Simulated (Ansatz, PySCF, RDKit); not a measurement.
Two conformers of C2H5BO (SMILES C=CBO), B3LYP-D3(BJ)/def2-TZVP minima.
Conformer 1 (charge 0, multiplicity 1, Z-matrix in Å and degrees):
```
C
C 1 1.3358
H 2 1.0847 1 122.86
H 2 1.0852 3 116.13 1 180.00
H 1 1.0880 2 118.47 3 0.00
B 1 1.5443 5 119.90 2 -179.99
O 6 1.3610 1 118.96 5 0.03
H 7 0.9619 6 113.78 1 179.99
H 6 1.2001 7 120.06 8 0.00
```
Conformer 2 (charge 0, multiplicity 1):
```xyz
9

C     -1.4660     0.2942     0.5460
C     -0.5173    -0.6424     0.4642
B      0.9962    -0.3106     0.3738
O      1.3832     0.9954     0.3785
H     -1.2113     1.3483     0.5528
H     -2.5216     0.0525     0.6087
H     -0.8290    -1.6838     0.4613
H      1.8307    -1.1689     0.3000
H      2.3351     1.1153     0.3194
```

No zero-point or thermal terms.

Rows in 6-31G* carry no dispersion term and start afresh at each structure (6-31G* with six Cartesian d functions).

Codes used: Ansatz (an electronic-structure program); PySCF for 6-31G* rows; RDKit for the force fields. Values without a source in brackets are computed.

**Question.** One of these levels gives 1.09 kcal/mol for the electronic energy of conformer 2 less that of conformer 1. Which one is it?
A. M06-2X/6-31G*
B. BLYP/def2-TZVPP
C. UFF

**Answer.** A, M06-2X/6-31G*. The others give 0.51 (UFF), 1.80 (BLYP/def2-TZVPP)
